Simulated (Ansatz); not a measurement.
Ansatz (a program for electronic structure) input:

Ansatz 0.2 input:
```yaml
crystal:
  periodic: [false, false, false]
  atoms:
    - {symbol: Sb, position_ang: [-0.01789393, -0.02052109, 0.03712467]}
    - {symbol: H, position_ang: [-0.47119233, 1.33856049, -0.94307278]}
    - {symbol: H, position_ang: [1.38378293, -0.29198507, -0.95028532]}
basis:
  gaussian:
    orbitals: def2-TZVP
hamiltonian:
  xc: b3lyp
  dispersion: d3bj
total_charge: -1
phonons: {temperatures: {t_min: 298.15, t_max: 298.15, t_step: 100}}
```

### Question
Predict the final energy.

### Answer
-241.55304 Eh (B3LYP-D3(BJ)/def2-TZVP). The basis has 62 functions.

Whether it binds its extra electron was not tested at this geometry.
